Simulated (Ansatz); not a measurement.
Species: H₃BO, SMILES `OB` (H–B–O–H torsion 180°) (charge 0, multiplicity 1), formula H$_{3}$BO.

Task: How many basis functions does frozen-core CCSD(T)/cc-pVTZ // PBE0-D3(BJ)/def2-TZVP in Ansatz (an electronic-structure program) use, how many core orbitals are frozen, and how many electrons are correlated?

Result: 102 basis functions and 2 frozen orbitals, which leaves 12 correlated electrons. Core time is of the order of seconds.
